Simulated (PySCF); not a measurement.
## Trend along the chalcogens: MBi molecules

PBE with triple-zeta basis sets in PySCF, for the lowest determinant that a PBE0 search found; no spin–orbit coupling. De refers to high-spin ground-configuration atoms. A positive dipole means M(−)Bi(+).

| M | basis | state (unpaired electrons) | Re (Å) | ωe (cm⁻¹) | De (eV) | μ (D) |
| --- | --- | --- | --- | --- | --- | --- |
| O | x2c-TZVPPall | doublet (π ↑) | 1.930 | 742 | 4.34 | 3.73 |
| S | def2-TZVPP | doublet (π ↑) | 2.322 | 429 | 3.70 | 2.93 |
| Se | x2c-TZVPPall | doublet (π ↑) | 2.436 | 282 | 3.44 | 2.39 |

The shortest bond is that of BiO (1.930 Å), the longest that of BiSe (2.436 Å).

The rows differ in basis set, which adds steps of its own.

Down a group the atoms grow and get heavier, so bonds lengthen and wavenumbers fall; this series shows no clear exception.

Spin–orbit coupling is left out, which matters for elements this heavy, above all for dissociation energies. States were picked by a PBE0 search and need not be the measured ground states.
